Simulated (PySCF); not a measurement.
CH₆GeSe, SMILES [GeH3][CH2][SeH] at its B3LYP/def2-SVP optimised geometry (Å):

```
9

Ge     1.1269    -0.4005     0.0000
C     -0.8488    -0.4005     0.0000
Se    -1.6546     1.4051     0.0000
H      1.6471     0.2854     1.2775
H      1.6318     0.3673    -1.2402
H      1.6546    -1.8541    -0.0592
H     -1.2121    -0.8663     0.9284
H     -1.2487    -0.9827    -0.8423
H     -0.9922     1.8541    -1.2416
```

Method: B3LYP/def2-TZVP in PySCF 2.14.0. Cells within 0.4 Å of a nucleus heavier than hydrogen are left out (blank, or x).

Map of the HOMO−1 amplitude (bohr^(-3/2)) on the plane z = 0.0 Å; orbital energy -8.60 eV, overall sign arbitrary:

```
|555555555555555555555555555|
|555555555555555555555555555|
|555555555555555555555555555|
|555555666555555555555555555|
|555566666655555555555555555|
|555667787765555555555555555|
|555678998765555555555555555|
|555678976765555555555555555|
|5556787xx555555555555555555|
|5556676xx444455555555555555|
|555566543233455555555555555|
|555555432123456665554445555|
|555554321113566665544444455|
|555544321004677655444444445|
|555444331xxx9875xx434444445|
|5554444332xx9875xx433444445|
|555444444579877654323344444|
|555544445567766543223344444|
|555555555566665432112344444|
|555555555555555432002344444|
|555555555555555433223344445|
|555555555555554443333444445|
|555555555555554444444444455|
|555555555555554444444444455|
|555555555555555444444444555|
|555555555555555544444455555|
|555555555555555555555555555|
```
Scale: ten equal steps from -0.174 (start of '0') to 0.167 (end of '9'), in the order '0123456789'; x runs from -4.00 to 4.00, y from -4.00 (bottom) to 4.00 (top).
